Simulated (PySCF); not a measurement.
**GeO: from constants to spectrum**

PBE0 constants of GeO, ¹Σ⁺ (singlet), closed shell (basis Ge cc-pVTZ-PP with ECP10, O cc-pVTZ; scalar-relativistic core potentials; PySCF 2.14; masses 73.9212 and 15.9949 u):

| Quantity | Value |
| --- | --- |
| ωe | 1030.4 cm⁻¹ |
| ωexe | 3.86 cm⁻¹ |
| Be | 0.48925 cm⁻¹ |
| αe | 0.00275 cm⁻¹ |
| D (centrifugal) | 4.41e-07 cm⁻¹ |
| De to Ge + O | 6.57 eV |

(1) Give the vibrational terms G(v) and spacings up to v = 6.

(2) How well does the Morse estimate ωe²/(4ωexe) reproduce De, and what is D0?

## Answers

(1) G(v) = ωe(v+½) − ωexe(v+½)².

```csv
v,G(v) (cm⁻¹),G(v) − G(v−1),Bv (cm⁻¹)
0,514,,0.4879
1,1537,1023,0.4851
2,2552,1015,0.4824
3,3559,1007,0.4796
4,4559,1000,0.4769
5,5550,992,0.4741
6,6535,984,0.4714
```

(2) It gives 8.53 eV, 130 % of the computed De. D0 = De − G(0) = 6.57 − 0.06 = 6.51 eV.
